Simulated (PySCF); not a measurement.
# Reading the logs of faulty runs: AlB2CH4 cation

These are calculations, not measurements. The program is PySCF 2.14.0, an open-source quantum chemistry code, run on an isolated molecule that a program drew, which may never have been made. The molecule is AlB2CH4 cation (charge +1, singlet), drawn as the SMILES string `B=[CH][Al+][BH2]`.

Each row is a Hartree-Fock (HF) and frozen-core CCSD(T) single point in the cc-pV(D+d)Z basis, meant for a local HF minimum. Run 1 is clean. Each other run has one planted mistake out of seven kinds, and not every kind appears here: one electron removed, one electron added, multiplicity raised by two, geometry at a saddle point, minimal basis STO-3G, one bond length entered in bohr, all coordinates scaled. The reference is restricted for singlets and unrestricted otherwise, and also for a bond in bohr. Adding or removing an electron swaps singlet and doublet. Electrons count all cores. HOMO and LUMO are orbital energies over both spins, the gradient is its largest component, and the lowest frequency (negative if imaginary) is given only where the gradient is small. Bond lengths are over the 7 bonds as drawn. T1 is the CCSD diagnostic: over 0.02 (restricted) or 0.045 (unrestricted) a single reference is doubtful.

Geometry of the clean run:
```xyz
8
AlB2CH4 cation, angstrom
B    -4.3543   -0.2879   -0.0476
C    -3.9234    0.1534    1.2020
Al   -2.1852    0.5866    1.6499
B    -0.1615    1.1000    2.2019
H    -4.6715   -0.6561   -1.1156
H    -4.6727    0.2543    1.9920
H     0.0509    1.4519    3.3187
H     0.6927    1.0189    1.3771
```

```
run,electrons,basis functions,<S^2>,HOMO (eV),LUMO (eV),gradient (hartree/bohr),lowest frequency (cm^-1),mean bond (Å),longest bond (Å),T1,HF (hartree),CCSD(T) (hartree),mistake
1,32,85,0.000,-14.40,-4.62,2.2e-05,82,1.4352,2.159,0.0146,-331.16629,-331.54350,no fault
2,33,85,0.766,-5.93,1.07,5.4e-02,-,1.4352,2.159,0.0196,-331.35859,-331.76324,one electron added
3,32,85,0.000,-14.61,-4.65,1.2e-02,-,1.4094,2.121,0.0141,-331.16390,-331.53896,all coordinates scaled
4,32,85,2.057,-10.56,-6.43,7.8e-02,-,1.4352,2.159,0.0292,-331.06063,-331.41392,multiplicity raised by two
5,31,85,0.756,-20.98,-11.81,6.0e-02,-,1.4352,2.159,0.0129,-330.69213,-331.01851,one electron removed
6,32,85,0.740,-14.55,-4.74,2.7e-02,-,1.5844,2.217,0.0713,-331.03280,-331.41095,?
```

**Which mistake was planted in run 6, and what did it cost?**

The mean bond changes by a factor of 1.104 and the longest by 1.027, so the molecule wasn't scaled as a whole. A length L in bohr read as angstrom grows by (1/0.5292 - 1) L = 0.890 L. The 7 bonds together grew by 7 x 0.1492 = 1.044 Å, which gives L = 1.174 Å. That is bond B1-H5, 1.173 Å in the clean geometry. So the mistake is: one bond length entered in bohr. Subtracting run 1 and multiplying by 627.51 kcal/mol a hartree, the energy moved by 83.8 kcal/mol in HF and 83.2 kcal/mol in CCSD(T).

Cautions from the logs. Run 6: T1 is over the limit, so its CCSD(T) energy is less reliable.
